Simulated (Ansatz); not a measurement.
A nudged elastic band was laid between two geometries of AsFGaH$_{3}$ (6 atoms, charge 0, multiplicity 1).

Method: RKS revPBE-D4/def2-SVPD (Ansatz).

```yaml
movable_images: 7
climbing_image: yes
spring: 5.0 eV/Å²
optimiser: quadratic models (default)
start_path: IDPP
force_threshold: 0.05 eV/Å
iteration_limit: 60
end_points: relaxed
```

Image 0:

```xyz
6
Properties=species:S:1:pos:R:3
F 0.480 -2.243 -0.335
Ga -0.549 -0.811 0.079
As 0.794 1.117 0.722
H -2.093 -1.123 0.033
H 1.616 0.936 -0.568
H -0.207 2.059 0.022
```

Image 8:

```xyz
6
Properties=species:S:1:pos:R:3
F 0.484 -2.244 -0.310
Ga -0.574 -0.796 -0.064
As 0.537 1.271 -0.717
H -2.022 -1.163 0.436
H 1.746 0.860 0.145
H -0.129 2.008 0.464
```

**Question.** Which bonds break or form, and what moves?

**Answer.** No bond is made or broken. The height of As3 over the plane of its neighbours goes from 0.98 to -0.98 Å. The two ends are copies of one structure, up to a mirror image or an exchange of like atoms.

**Question.** What energy profile does the band end with?

**Answer.** It converged. The highest image is number 4 of 0 to 8, 0.98 eV above the ends, which have the same energy within 2 meV. A vibrational analysis at the climbing image gives one clearly imaginary mode, 570i cm⁻¹: a first-order saddle point.

```tsv
image	path coordinate (Å)	energy (eV)	height of As3 over the plane of its neighbours (Å)
0	0.00	0.00	0.98
1	0.32	0.05	0.89
2	0.63	0.25	0.68
3	0.95	0.69	0.36
4	1.26	0.98	0.00
5	1.58	0.70	-0.36
6	1.89	0.25	-0.68
7	2.21	0.05	-0.89
8	2.52	0.00	-0.98
```

**Question.** What is the geometry of the highest image?

**Answer.** 
```xyz
6
Properties=species:S:1:pos:R:3
F 0.535 -2.360 -0.084
Ga -0.614 -0.997 0.173
As 0.460 1.018 -0.147
H -2.097 -1.266 0.553
H 1.909 1.157 -0.517
H -0.150 2.384 -0.025
```

**Question.** What are the harmonic wavenumbers there?

**Answer.** 570i, 117, 286, 300, 384, 436, 545, 620, 897, 1996, 2285, 2324 cm⁻¹.

The band took 4 iterations and of the order of 100 core-seconds.

Run time: 53 s on 2 threads of Intel(R) Xeon(R) 6975P-C (Granite Rapids) (shared host), peak memory 0.19 GiB.
